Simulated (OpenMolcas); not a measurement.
# Bi I: effect of the basis set

```
Program             : OpenMolcas
Method              : SS-CASPT2, IPEA 0.25 Eh, imaginary shift 0.1 Eh (closed shells correlated: 5d 6s)
Active space        : 3 electrons in 3 orbitals (6p)
State averaging     : 2S+1 = 4 odd, 1 root; 2S+1 = 2 odd, 8 roots
Spin-orbit coupling : RASSI with atomic mean-field integrals over the reference wave functions, term energies averaged over their components
```

A. ANO-R1 [7s6p4d2f], X2C, finite nucleus; CASPT2 step of the order of 1.4 core-seconds
B. ANO-RCC-VDZP [7s6p4d2f1g], DKH2, point nucleus; CASPT2 step about 1 core-seconds
C. ANO-R2 [8s7p5d3f1g], X2C, finite nucleus; CASPT2 step roughly 3 core-seconds
D. ANO-RCC-VTZP [8s7p5d3f2g], DKH2, point nucleus; CASPT2 step about 2.4 core-seconds
E. ANO-R3 [9s8p6d3f2g1h], X2C, finite nucleus; CASPT2 step of the order of 4 core-seconds
F. ANO-RCC-VQZP [9s8p6d4f3g], DKH2, point nucleus; CASPT2 step of the order of 9 core-seconds

Energies in eV above 6s2 6p3 4S* 3/2, the measured ground level; measured values from NIST Handbook of Basic Atomic Spectroscopic Data.

| Level | A | B | C | D | E | F | Measured |
| --- | --- | --- | --- | --- | --- | --- | --- |
| 6s2 6p3 4S* 3/2 [67 %] | 0.0000 | 0.0000 | 0.0000 | 0.0000 | 0.0000 | 0.0000 | 0.0000 |
| 6s2 6p3 2D* 3/2 [65 %] | 1.478 | 1.437 | 1.401 | 1.335 | 1.370 | 1.313 | 1.4158 |
| 6s2 6p3 2D* 5/2 | 1.996 | 1.950 | 1.921 | 1.822 | 1.872 | 1.787 | 1.9140 |
| 6s2 6p3 2P* 1/2 | 2.958 | 2.853 | 2.792 | 2.690 | 2.713 | 2.641 | 2.6856 |
| 6s2 6p3 2P* 3/2 [67 %] | 3.947 | 3.902 | 3.882 | 3.771 | 3.781 | 3.742 | 4.1119 |

Deviations, from unrounded energies. A percentage is the sum of absolute deviations over the sum of measured energies, with the sign that they share, or ± where signs differ.

```csv
Against measurement,Levels,A,B,C,D,E,F
mean absolute deviation (cm-1),4,1200,880,720,1000,900,1300
other terms of the ground configuration (%),4,±5.7,±4.3,±3.5,±5.1,±4.4,-6.4
```

C lies closest to measurement on these levels and F furthest from it. The largest miss of C in the table is 6s2 6p3 2P* 3/2 [67 %], by -1900 cm-1. The ranking rests on the paired levels alone, and a cruder setting can come out closer through cancelling errors.

Among A to F the level of the table that moves most is 6s2 6p3 2P* 1/2, by 2600 cm-1 (lowest in F, highest in A). Moves below CASPT2's spread within the term are not significant.

CASPT2 does not keep the components of a term degenerate, so their means are used; among the terms shown or strongly mixed into the levels shown the widest spread is 240 cm-1 (6s2 6p3 2D*, D). Spin-orbit splittings of 6p shells tend to come out small when the coupling is added on scalar orbitals. With the s shell closed, the reference lacks s² → p² mixing. Computed and measured levels are paired by configuration, term and J; levels that our copy of the source lacks, or whose pairing is in doubt (as where it misses far off the trend of its configuration), stay unpaired and out of the deviations. Only configurations of the active space appear.

A share in square brackets marks a mixed level and gives the weight of the term that names it, the lowest over the columns. * marks odd parity.
